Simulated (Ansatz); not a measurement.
Species: C$_{3}$H$_{8}$GeI, net charge -1, singlet state. It need not be the lowest isomer of its formula. Whether it binds its extra electron was not tested at this geometry. 
Structure (B3LYP-D3(BJ)/def2-TZVP (Ansatz, a quantum-chemistry and plane-wave program) minimum search):
```
Ge
C 1 1.8220
H 2 1.0869 1 117.97
H 2 1.0869 3 113.52 1 -144.11
C 1 1.9765 2 116.79 3 175.54
H 5 1.0885 1 109.79 2 168.51
H 5 1.0900 6 108.69 1 119.69
H 5 1.0924 6 109.94 7 119.19
C 1 1.9765 2 116.79 3 41.95
H 9 1.0885 1 109.79 2 -168.51
H 9 1.0900 10 108.69 1 -119.69
H 9 1.0924 10 109.94 11 -119.19
I 1 3.0170 2 122.63 3 -71.26
```
Charge -1, spin multiplicity 1.

Basis-set convergence of Hartree-Fock and MP2 correlation energies (hartree) with Ansatz. Valence correlation only, unless marked. Spin-orbit coupling is left out. The frozen core is the preceding noble-gas configuration, with the filled d and f shells of earlier blocks. In def2 rows, elements after Kr have scalar-relativistic effective core potentials. This anion needs diffuse functions, which these sets lack.

```tsv
basis	functions	E(HF)	E(corr, MP2)
def2-SVP	140	-2489.96221	-0.63605
def2-TZVPP	303	-2490.37394	-0.80395
def2-QZVPP	582	[?]	[?]
```

Problem. Some entries are withheld; supply them.

Solution. 
- def2-QZVPP, E(HF): -2490.42338
- def2-QZVPP, E(corr, MP2): -0.86711
